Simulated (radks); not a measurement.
Values are calculated unless marked as measured or tabulated.
Spherical quantum dot in the effective-mass picture: electrons in a parabolic well V = omega^2 r^2 / 2 with omega = 2.39, with a point charge +1 (a donor) at the centre, all in effective atomic units (hartree* = m*/eps^2 hartree, bohr* = eps/m* bohr), one dielectric constant everywhere. Level of theory: non-relativistic Kohn-Sham, LDA (Slater exchange, Perdew-Wang correlation), spin-polarised, spherical densities (a radial shooting solver with Libxc functionals). Levels are named by radial order and angular momentum (1s, 1p, 1d, 2s, ...), and open shells are averaged over m.

N = 8, configuration 1s2 1p6. This is the lowest configuration that the search found. Occupied and some empty levels:

level  occupation  eigenvalue (hartree*)  <r> (bohr*)
1s              2                 8.9479       0.7558
1p              6                 11.121        1.065
2s              0                 12.862        1.132
1d              0                 13.120        1.265
1f              0                 15.163        1.426

Energy (hartree*): total 57.3350, kinetic 18.366, external 15.458, Hartree 29.005, exchange-correlation -5.4942. Static polarisability (adiabatic kernel): 1.323 bohr*^3, against N/omega^2 = 1.401 from the generalised Kohn theorem, which the central charge breaks.

Electron density:

r (bohr*)  n(r) (e/bohr*^3)
0.0951                1.809
0.254                 1.490
0.413                 1.340
0.571                 1.223
0.730                 1.062
0.889                0.8440
1.05                 0.6003
1.21                 0.3775
1.36                 0.2093
1.52                 0.1011
1.68                0.04257
1.84                0.01564
2.00               0.005015
